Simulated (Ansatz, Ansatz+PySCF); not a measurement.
| atom | x (Å) | y (Å) | z (Å) |
| --- | --- | --- | --- |
| Be | 0.0000 | 0.0000 | -1.5615 |
| O | 0.0000 | 0.0000 | 0.7808 |

Basis set: STO-3G (spherical functions). Left uncorrelated: 1 orbital. Charge 0, multiplicity 1.

Computed with Ansatz (development build ahead of 0.2.0); each method stands on the lowest determinant of its kind that the runs found. Restricted open shells among the atoms or ions are ROHF, correlated in semicanonical orbitals with singles. Restricted functionals stand beside restricted open-shell atoms, which can lie above the unrestricted atoms usual in DFT and then raise those values.

The atomization energy at this shape (free ground-state atoms in the same class of orbitals less the molecule, no zero-point energy) of singlet BeO:

```tsv
method	atomization energy
PBE0 (unrestricted)	26.6 kJ/mol
PBE0 (restricted)	-180.4 kJ/mol
RHF-CCSD(T)	-173.4 kJ/mol
UHF-MP2	-93.7 kJ/mol
RHF-MP2	-310.8 kJ/mol
UHF	-90.1 kJ/mol
```

Task: What does RHF give?

Result: -351.3 kJ/mol. Caution: another spin multiplicity may lie lower; the shape is not the minimum. Caution for PBE0 (unrestricted), UHF-MP2, UHF: the unrestricted determinant is a mixture of spin states. Caution for PBE0 (restricted), RHF-CCSD(T), RHF-MP2, RHF: an unrestricted determinant lies well below; the molecule lies well above its atoms at this level. Caution for RHF-CCSD(T), UHF-MP2, RHF-MP2: large amplitudes, a single reference is doubtful. Caution for RHF-CCSD(T), RHF-MP2: the program doubts this total. Caution for RHF-CCSD(T): the program finds a lower state of this spin. Caution for UHF-MP2: a plain start can end on a higher determinant. Caution for UHF: a free atom is spin contaminated.

This basis has no polarisation functions and is too small for such energies, which can lie far from measured ones in either direction.
